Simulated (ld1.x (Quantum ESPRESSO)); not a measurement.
## Plane-wave convergence, ultrasoft potential for N

```
Element                 : nitrogen
Generator               : ld1.x (Quantum ESPRESSO) 7.5
Type                    : ultrasoft
Functional              : LDA (PZ)
Relativity              : scalar-relativistic
Frozen core             : [He]
Valence charge          : 5
Reference configuration : 2s1.5 2p3.5
Partial waves           : 2s (bound): rcut 0.90, rcutus 1.05 bohr; 2s channel at -0.15 Ry: rcut 0.90, rcutus 1.05 bohr; 2p (bound): rcut 1.25, rcutus 1.40 bohr; 2p channel at 0.4 Ry: rcut 1.25, rcutus 1.40 bohr; 3d channel at 0.25 Ry: rcut 1.05, rcutus 1.40 bohr
Local potential         : all-electron potential smoothed inside 1.40 bohr (lloc = -1)
Core correction         : none
Augmentation charge     : PSQ, inside the norm-conserving radii
```

The pseudo-atom Hamiltonian at the reference potential is diagonalised in spherical Bessel functions j_l(qr) that vanish at 20 bohr, with q² up to the cutoff. All-electron valence levels (Ry): 2s -1.3707, 2p -0.5472.

**Question.** How do the lowest levels (Ry) of each channel move with the cutoff, and are there ghosts?

**Answer.**

```tsv
cutoff (Ry)	s #1	s #2	p #1	p #2	d #1	f #1	Σ f·Δε (mRy)
8	-1.3549	-0.0101	-0.1895	0.0455	0.0775	0.1197	1277.6
10	-1.3659	-0.0106	-0.2593	0.0432	0.0775	0.1197	1016.7
15	-1.3705	-0.0108	-0.4255	0.0396	0.0775	0.1197	428.3
18	-1.3706	-0.0108	-0.4717	0.0389	0.0775	0.1197	266.6
21	-1.3706	-0.0108	-0.5037	0.0384	0.0775	0.1197	154.2
30	-1.3709	-0.0108	-0.5426	0.0378	0.0775	0.1197	17.7
35	-1.3709	-0.0108	-0.5465	0.0377	0.0775	0.1197	4.1
40	-1.3709	-0.0108	-0.5472	0.0377	0.0775	0.1197	1.7
45	-1.3709	-0.0108	-0.5474	0.0377	0.0775	0.1197	1.0
55	-1.3710	-0.0108	-0.5474	0.0377	0.0775	0.1197	0.8
60	-1.3711	-0.0108	-0.5474	0.0377	0.0775	0.1197	0.6
400	-1.3711	-0.0108	-0.5476	0.0377	0.0775	0.1197	0.0
```

Result: no extra level below or beside the all-electron valence levels (s, p, d, f tested); 10 mRy is reached at 35 Ry and 1 mRy at 50 Ry.
